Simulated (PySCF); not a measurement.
System: C3H3, net charge 1, singlet state. It need not be the lowest isomer of its formula. 
Structure (B3LYP-D3(BJ)/def2-TZVP (Ansatz) minimum search):
SMILES: [CH][C][CH2+]
```xyz
6

C     -1.2055    -0.2741    -0.0114
C      0.1021     0.0232     0.0010
C      1.2954     0.2946     0.0123
H     -1.6059    -1.0478     0.6419
H     -1.8893     0.2530    -0.6751
H      2.3426     0.5327     0.0222
```
Charge +1, spin multiplicity 1.

Dispersion corrections to the total energy (kcal/mol) from the dftd3 and dftd4 libraries through PySCF: D3(BJ) without and D4 with the three-body term, each with the damping fitted for the functional named.

```
functional  D3(BJ)     D4
----------  ------  -----
B2PLYP       -1.41  -0.87
PBE          -1.81      ?
CAM-B3LYP    -1.32  -1.03
revPBE       -4.82  -4.55
BLYP         -3.86      ?
BP86         -2.76      ?
HSE06        -1.10  -0.95
```

**Question.** Complete the blanks.

**Answer.** 
- PBE, D4: -1.26
- BLYP, D4: -2.89
- BP86, D4: -1.62
